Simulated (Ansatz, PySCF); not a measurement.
C4H4Cl2, SMILES ClC(C)=C=CCl. Atoms are numbered in the order given.

```xyz
10

C     -1.9532    -1.3736     0.4017
C     -1.0499    -0.3372    -0.1966
Cl    -1.8980     1.0550    -0.8804
C      0.2586    -0.3826    -0.2517
C      1.5628    -0.4431    -0.2988
Cl     2.6038     0.1911     0.9624
H     -2.6502    -1.7566    -0.3609
H     -1.3668    -2.2088     0.8088
H     -2.5567    -0.9280     1.2086
H      2.1202    -0.8915    -1.1266
```

The structure is a stationary point at B3LYP-D3(BJ)/def2-SVP.

Two levels are set side by side: PBE-D3(BJ)/def2-SVP (Ansatz, an electronic-structure program) and B3LYP-D3(BJ)/def2-SVP (Ansatz). Each level has its own optimised geometry; the coordinates shown are those of the second. Frequencies come from the Hessian of PySCF at each geometry. Differences are taken from unrounded values.

| quantity | B3LYP-D3(BJ) |
|---|---|
| mean bond length (Å) | 1.337 |
| bond C1–C2 (Å) | 1.499 |
| bond C2–Cl3 (Å) | 1.768 |
| bond C2–C4 (Å) | 1.310 |
| bond C4–C5 (Å) | 1.306 |
| bond C5–Cl6 (Å) | 1.754 |
| bond C1–H7 (Å) | 1.102 |
| bond C1–H8 (Å) | 1.099 |
| bond C1–H9 (Å) | 1.102 |
| bond C5–H10 (Å) | 1.094 |
| highest harmonic wavenumber (cm⁻¹) | 3182 |
| mean harmonic wavenumber (cm⁻¹) | 1211 |
| zero-point energy (kcal/mol) | 41.54 |

**Question.** What does PBE-D3(BJ) give, and how far is it from B3LYP-D3(BJ)? (Estimate from the structure and the level; the computed values follow.)

**Answer.** 
```tsv
quantity	PBE-D3(BJ)	PBE-D3(BJ) minus B3LYP-D3(BJ)
mean bond length (Å)	1.343	0.006
bond C1–C2 (Å)	1.500	0.000
bond C2–Cl3 (Å)	1.769	0.001
bond C2–C4 (Å)	1.320	0.010
bond C4–C5 (Å)	1.315	0.009
bond C5–Cl6 (Å)	1.754	0.000
bond C1–H7 (Å)	1.110	0.008
bond C1–H8 (Å)	1.106	0.007
bond C1–H9 (Å)	1.110	0.008
bond C5–H10 (Å)	1.103	0.009
highest harmonic wavenumber (cm⁻¹)	3108	-74
mean harmonic wavenumber (cm⁻¹)	1177	-34
zero-point energy (kcal/mol)	40.39	-1.15
```

Exact exchange shortens and stiffens bonds; PBE has none. Differences between two approximate levels are no errors against the true value.
